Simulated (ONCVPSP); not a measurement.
## As, ONCV: configuration errors across variants

| Property | Result |
| --- | --- |
| Element | arsenic (As) |
| Generator | ONCVPSP 4.0.1 |
| Type | optimised norm-conserving Vanderbilt (ONCV) |
| Functional | Wu-Cohen |
| Relativity | scalar-relativistic |
| Frozen core | [Ar] 3d10 |
| Valence charge | 5 |
| Reference configuration | 4s2 4p2 (charge +1) |
| Partial waves | 4s: rc 1.70 bohr, ncon 5, nbas 8, qcut 3.5 1/bohr, 3 projectors, debl 2.9 Ha; 4p: rc 1.50 bohr, ncon 3, nbas 6, qcut 5.9 1/bohr, 2 projectors, debl 0.8 Ha; d scattering state at 0.1 Ha: rc 1.90 bohr, ncon 3, nbas 7, qcut 5.9 1/bohr, 1 projector |
| Local potential | polynomial inside 1.30 bohr (lpopt 5, dvloc0 0 Ha) |
| Core correction | Teter function, fcfact 4.75, rcfact 1.3 |

All-electron excitation energies from the reference (eV): (1) 4s2 4p3 -9.168; (2) 4s2 4p1 17.976; (3) 4s2 4p0 45.757; (4) 4s2 4p2.5 -5.608.

A true bound ghost makes a file unfit for plane-wave use even where its test errors are small: the radial tests pick states by their node count and pass the ghost by.

Errors AE − PS in meV (a dash: test not solved or not reliable):

```tsv
change	(1)	(2)	(3)	(4)	bound ghosts	GHOST(+) flags above zero
base	+0.6	-8.3	-49	+0.6	none	s
all radii but the core radius scaled by about 0.77 (s 1.32, p 1.16, d 1.46 bohr); local potential polynomial inside 1.00 bohr (lpopt 5, dvloc0 0 Ha)	+0.8	-11	-64	+0.8	s, p	s, p
all radii but the core radius scaled by about 0.84 (s 1.44, p 1.26, d 1.60 bohr); local potential polynomial inside 1.10 bohr (lpopt 5, dvloc0 0 Ha)	+2.1	-13	-64	+1.5	s, p	s
all radii but the core radius scaled by about 0.88 (s 1.50, p 1.32, d 1.68 bohr); local potential polynomial inside 1.16 bohr (lpopt 5, dvloc0 0 Ha)	+1.4	-11	-60	+1.2	s, p	s
all radii but the core radius scaled by about 1.09 (s 1.84, p 1.64, d 2.06 bohr); local potential polynomial inside 1.42 bohr (lpopt 5, dvloc0 0 Ha)	+0.3	-7.3	-45	+0.4	none	s
all radii but the core radius scaled by about 1.13 (s 1.92, p 1.70, d 2.14 bohr); local potential polynomial inside 1.48 bohr (lpopt 5, dvloc0 0 Ha)	+0.3	-7.0	-43	+0.4	none	s
all radii but the core radius scaled by about 1.19 (s 2.02, p 1.78, d 2.26 bohr); local potential polynomial inside 1.54 bohr (lpopt 5, dvloc0 0 Ha)	+0.3	-6.7	-41	+0.4	none	s
all radii but the core radius scaled by about 1.32 (s 2.24, p 1.98, d 2.50 bohr); local potential polynomial inside 1.72 bohr (lpopt 5, dvloc0 0 Ha)	+0.5	-6.3	-40	+0.5	none	s
```

Question: Give the same row for: all radii but the core radius scaled by about 1.28 (s 2.18, p 1.92, d 2.42 bohr); local potential polynomial inside 1.66 bohr (lpopt 5, dvloc0 0 Ha).

Answer: +0.4, -6.4, -41, +0.4; bound ghosts: none; GHOST(+) flags above zero: s.
